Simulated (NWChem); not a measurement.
Molecule: C$_{2}$H$_{3}$Br; SMILES C(=C)Br

Computed with NWChem. Geometry: optimised at PBE0/def2-SVP. B3LYP is NWChem's, with the RPA form of VWN correlation. Ions are spin-unrestricted doublets at the neutral geometry; other ion states weren't tried.

For level PBE/def2-SVP:

```
Item           Value
-------------  -----
−ε(HOMO) (eV)   6.12
```

**Question.** How do the values read with level B3LYP/def2-SVP instead?

**Answer.** 
| Quantity | Result |
|---|---|
| −ε(HOMO) (eV) | 7.02 |
